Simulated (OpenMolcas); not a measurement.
## Ca I: effect of the basis set

* Program: OpenMolcas
* Method: MS-CASPT2, IPEA 0.25 Eh, imaginary shift 0.1 Eh (closed shells correlated: 3s 3p)
* Active space: 2 electrons in 8 orbitals (4s 4p 5s 5p)
* State averaging: 2S+1 = 3 even, 3 roots; 2S+1 = 1 even, 7 roots; 2S+1 = 3 odd, 3 roots; 2S+1 = 1 odd, 3 roots
* Spin-orbit coupling: state interaction with AMFI integrals over the reference wave functions, term energies averaged over their components

A. ANO-RCC-VTZP [6s5p2d1f], DKH2, point nucleus; CASPT2 step roughly 4 core-seconds
B. ANO-RCC-VQZP [7s6p3d2f1g], DKH2, point nucleus; CASPT2 step roughly 8 core-seconds
C. ANO-RCC [10s9p6d4f2g], DKH2, point nucleus; CASPT2 step roughly 15 core-seconds

Energies in cm⁻¹ above 4s² ¹S₀, the measured ground level; measured values from NIST Handbook of Basic Atomic Spectroscopic Data.

```json
{"Level": "4s² ¹S₀", "A": "0.0", "B": "0.0", "C": "0.0", "Measured": "0.0"}
{"Level": "4s 4p ³P°₀", "A": "15020", "B": "15120", "C": "15200", "Measured": "15158"}
{"Level": "4s 4p ³P°₁", "A": "15060", "B": "15150", "C": "15240", "Measured": "15210"}
{"Level": "4s 4p ³P°₂", "A": "15140", "B": "15230", "C": "15310", "Measured": "15316"}
{"Level": "4s 4p ¹P°₁", "A": "27310", "B": "26300", "C": "25950", "Measured": "23652"}
```

Deviations, from unrounded energies. A percentage is the sum of absolute deviations over the sum of measured energies, with the sign that they share, or ± where signs differ.

```csv
Against measurement,Levels,A,B,C
mean absolute deviation (cm-1),4,1000,710,590
other configurations (%),4,±5.9,±4.1,±3.4
```

C lies closest to measurement on these levels and A furthest from it. The largest miss of C in the table is 4s 4p ¹P°₁, by +2300 cm-1. The ranking rests on the paired levels alone, and a cruder setting can come out closer through cancelling errors.

Among A to C the level of the table that moves most is 4s 4p ¹P°₁, by 1400 cm-1 (lowest in C, highest in A). Moves below CASPT2's spread within the term are not significant.

Over all roots computed the reference weight is 0.89 to 0.95 in A, 0.88 to 0.95 in B, 0.87 to 0.94 in C; the roots of lowest weight are the least certain, and an intruder state may touch them. The run also gave levels led by 4s 5s, which use shells meant for correlation; these and all levels above them are left out. Computed and measured levels are paired by configuration, term and J; levels that our copy of the source lacks, or whose pairing is in doubt (as where it misses far off the trend of its configuration), stay unpaired and out of the deviations. Only configurations of the active space appear. Levels that lie high or do not pair safely by name in every column are left out.

° marks odd parity.
